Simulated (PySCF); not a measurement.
## Deuteron quadrupole couplings in `CC[NH][GeH2][GeH2][GeH3]`

Species: C₂H₁₃Ge₃N.
Structure used (PBE0-D3(BJ)/def2-SVP), in Å, numbered top down from 1:
```xyz
19
C2H13Ge3N angstrom
C     -2.528    0.368    1.047
C     -2.369   -0.803    0.086
N     -1.277   -1.706    0.379
Ge     0.443   -1.355   -0.161
Ge     1.536    0.554    0.899
Ge     3.875    0.719    0.276
H     -3.396    0.992    0.778
H     -2.681    0.012    2.079
H     -1.636    1.014    1.046
H     -3.313   -1.379    0.057
H     -2.231   -0.421   -0.941
H     -1.351   -2.122    1.303
H      0.374   -1.115   -1.684
H      1.261   -2.625    0.150
H      1.432    0.415    2.435
H      0.822    1.869    0.515
H      4.006    0.902   -1.249
H      4.567    1.908    0.970
H      4.616   -0.574    0.669
```

Level: PBE0/pcSseg-1 (PySCF, non-relativistic); Q(2H) = 0.00286 b; rigid geometry, the same for H and D, with no vibrational averaging.

**Question.** Rank these positions by the coupling χzz of a deuteron there, largest first.
A. H8 (methyl hydrogen)
B. H10 (methylene hydrogen)
C. H12 (N–H hydrogen)
D. H16 (Ge–H hydrogen)

**Answer.** C (269 kHz), A (195 kHz), B (186 kHz), D (89 kHz).

**Question.** Give the electric field gradient Vzz (the principal value of largest size), its asymmetry and the 2H coupling at each hydrogen.

**Answer.** 
```json
{"atom": "H7", "bonded to": "C1", "bond length (Å)": "1.102", "Vzz (au)": "0.2912", "η": "0.02", "χzz (kHz)": "196"}
{"atom": "H8", "bonded to": "C1", "bond length (Å)": "1.102", "Vzz (au)": "0.2899", "η": "0.03", "χzz (kHz)": "195"}
{"atom": "H9", "bonded to": "C1", "bond length (Å)": "1.102", "Vzz (au)": "0.2897", "η": "0.02", "χzz (kHz)": "195"}
{"atom": "H10", "bonded to": "C2", "bond length (Å)": "1.106", "Vzz (au)": "0.2768", "η": "0.04", "χzz (kHz)": "186"}
{"atom": "H11", "bonded to": "C2", "bond length (Å)": "1.104", "Vzz (au)": "0.2783", "η": "0.06", "χzz (kHz)": "187"}
{"atom": "H12", "bonded to": "N3", "bond length (Å)": "1.016", "Vzz (au)": "0.4004", "η": "0.19", "χzz (kHz)": "269"}
{"atom": "H13", "bonded to": "Ge4", "bond length (Å)": "1.543", "Vzz (au)": "0.1323", "η": "0.04", "χzz (kHz)": "89"}
{"atom": "H14", "bonded to": "Ge4", "bond length (Å)": "1.542", "Vzz (au)": "0.1326", "η": "0.04", "χzz (kHz)": "89"}
{"atom": "H15", "bonded to": "Ge5", "bond length (Å)": "1.545", "Vzz (au)": "0.1333", "η": "0.01", "χzz (kHz)": "90"}
{"atom": "H16", "bonded to": "Ge5", "bond length (Å)": "1.545", "Vzz (au)": "0.1331", "η": "0.01", "χzz (kHz)": "89"}
{"atom": "H17", "bonded to": "Ge6", "bond length (Å)": "1.541", "Vzz (au)": "0.1336", "η": "0.01", "χzz (kHz)": "90"}
{"atom": "H18", "bonded to": "Ge6", "bond length (Å)": "1.541", "Vzz (au)": "0.1338", "η": "0.01", "χzz (kHz)": "90"}
{"atom": "H19", "bonded to": "Ge6", "bond length (Å)": "1.541", "Vzz (au)": "0.1335", "η": "0.01", "χzz (kHz)": "90"}
```

**Question.** Average by the element that carries the hydrogen.

**Answer.** on C: 192 kHz over 5 positions, mean bond length 1.103 Å; on N: 269 kHz over 1 position, mean bond length 1.016 Å; on Ge: 89 kHz over 7 positions, mean bond length 1.543 Å.

One conformer (not necessarily the lowest) at the PBE0-D3(BJ)/def2-SVP geometry, without solvent, vibrations or thermal averaging. The calculation is non-relativistic, for germanium too. With a basis this small, the couplings can be 20 % off.
